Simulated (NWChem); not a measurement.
Molecule: C2H4BNO2; SMILES CB(N=C=O)O

```xyz
10

B     -0.0768     0.9573    -0.0021
C      1.2453     1.8131    -0.0002
H      1.8880     1.5211    -0.8465
H      1.8274     1.5966     0.9111
H      1.0821     2.9004    -0.0504
N      0.0026    -0.4733    -0.0012
C     -0.0051    -1.6666    -0.0003
O      0.0073    -2.8357     0.0005
O     -1.3265     1.4837     0.0005
H     -1.3189     2.4455    -0.0002
```
Atoms are numbered in this order, from 1.

Results from NWChem. Structure relaxed at the PBE0/def2-SVP level. Total energies compare along this basis series because the functional is fixed.

```json
[
 {"level": "B3LYP/pcseg-1", "basis functions": "104", "energy (Ha)": "-308.7363", "highest occupied level (eV)": "?", "orbital gap (eV)": "7.67", "dipole (D)": "3.65"},
 {"level": "B3LYP/aug-pcseg-1", "basis functions": "174", "energy (Ha)": "-308.7518", "highest occupied level (eV)": "-8.25", "orbital gap (eV)": "7.52", "dipole (D)": "3.59"},
 {"level": "B3LYP/pcseg-2", "basis functions": "236", "energy (Ha)": "-308.9203", "highest occupied level (eV)": "-8.24", "orbital gap (eV)": "7.60", "dipole (D)": "3.66"},
 {"level": "B3LYP/STO-3G", "basis functions": "34", "energy (Ha)": "-304.6643", "highest occupied level (eV)": "-4.98", "orbital gap (eV)": "7.42", "dipole (D)": "2.78"},
 {"level": "B3LYP/def2-SVP", "basis functions": "104", "energy (Ha)": "-308.5606", "highest occupied level (eV)": "-7.98", "orbital gap (eV)": "7.63", "dipole (D)": "3.55"}
]
```

Q: Complete the blanks.

A: 
- B3LYP/pcseg-1, highest occupied level (eV): -8.18
